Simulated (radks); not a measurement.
Task: Species: the dysprosium ion Dy3+. Configuration: [Kr] 4d10 4f10 5s2 5p5 (not the ground configuration). All-electron calculation, scalar-relativistic Kohn-Sham, PBEsol, spin-polarised, spherical densities, finite nucleus; open shells are filled with parallel spins first (spin-orbit coupling, left out, can overturn this in heavy ions); Fermi nuclear charge, rms radius 5.2218 fm. Program: a radial shooting solver on a logarithmic mesh with Libxc functionals. Some entries of the table are withheld. Estimate them.

orbital,occ.,eigenvalue (eV),<1/r> (bohr^-1)
1s up,1,-53657.35,74.53
1s down,1,-53657.28,74.53
2s up,1,-8959.191,17.32
2s down,1,-8959.105,17.32
2p up,3,-7954.646,16.09
2p down,3,-7954.552,16.09
3s up,1,-2016.050,6.371
3s down,1,-2014.416,6.375
3p up,3,-1707.573,5.973
3p down,3,-1705.938,5.977
3d up,5,-1310.248,5.666
3d down,5,-1308.979,5.670
4s up,1,-422.2584,2.688
4s down,1,-418.7180,2.687
4p up,3,-320.7194,2.464
4p down,3,-317.2105,2.463
4d up,5,-182.4004,(1)
4d down,5,-178.9048,(2)
5s up,1,-78.0087,1.034
5s down,1,-75.3786,1.025
5p up,3,-53.5897,0.8765
5p down,2,-51.3747,0.8639
4f up,7,-32.4776,1.585
4f down,3,-29.1600,1.566

Result: 
(1) 4d up <1/r> (bohr^-1): 2.171
(2) 4d down <1/r> (bohr^-1): 2.170
